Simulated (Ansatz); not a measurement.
Cartesian coordinates in Å:
```
C 0.237 -1.274 0.595
C -0.541 -0.001 0.341
C 0.323 1.202 -0.052
Si -1.424 0.349 -1.304
H -0.435 -2.120 0.762
H 0.866 -1.520 -0.264
H 0.882 -1.192 1.477
H -1.173 0.252 1.194
H 1.347 0.912 -0.279
H -0.038 1.716 -1.010
H 0.294 2.021 0.666
H -0.338 -0.346 -2.126
```

Charge 0, multiplicity 1.

List the ωB97M-V/def2-TZVPP orbital energies in eV (Ansatz). (An estimate is asked.)

Computed: Occupied: -1806.67, -282.24, -281.32, -281.18, -147.65, -101.88, -101.71, -101.64, -25.24, -22.42, -19.18, -17.01, -15.66, -14.15, -13.78, -13.07, -12.51, -12.18, -10.03, -8.19. Lowest empty: 0.54, 2.38, 3.05, 3.43, 3.54, 3.91, 4.51, 4.92.
